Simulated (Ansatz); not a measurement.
Ideal-gas functions of Br$_{2}$FIn, SMILES `[F][In]([Br])[Br]` at 800 K and 1 bar, from an Ansatz frequency run at PBE0-D4/def2-TZVP.

Molar mass 293.62 g/mol, point group C2v (symmetry number 2), electronic degeneracy 1, moments of inertia 199.058, 745.513, 944.571 u Å². Harmonic wavenumbers (cm⁻¹, unscaled): 61, 101, 114, 236, 297, 609.

Use S(trans) = R[1.5 ln M + 2.5 ln T − 1.1517]; rotational temperatures θ = 24.2544 K / I; S(rot) = R[ln(√π/σ · √(T³/θAθBθC)) + 1.5]; for each mode x = 1.438777 ν̃/T, S = R[x/(eˣ − 1) − ln(1 − e⁻ˣ)] and H = RT x/(eˣ − 1); 1 cm⁻¹ = 0.0119627 kJ/mol; R = 8.31446 J/(mol·K).

**Question.** By hand: the entropy, in J/(mol·K).

**Answer.** Translation 200.2. Rotation: θ = 0.1218, 0.0325, 0.0257 K, giving 133.1. Vibration, mode by mode: 26.69, 22.51, 21.50, 15.50, 13.63, 7.96, in all 107.8. Electronic 0.0. Sum 441.1 J/(mol·K).

**Question.** By hand: H − E and G − E in kJ/mol, counted from the electronic energy.

**Answer.** Zero-point energy ½ × 1418 × 0.0119627 = 8.5; thermal vibration 32.4; translation, rotation and pV give 4 RT = 26.6. H − E = 67.5 kJ/mol, and G − E = 67.5 − 800 × 441.1/1000 = -285.4 kJ/mol.

Vibration gives 24 % of the entropy, 70.7 J/(mol·K) of it from the modes under 150 cm⁻¹: soft modes count most, and the harmonic formula is weakest for them.
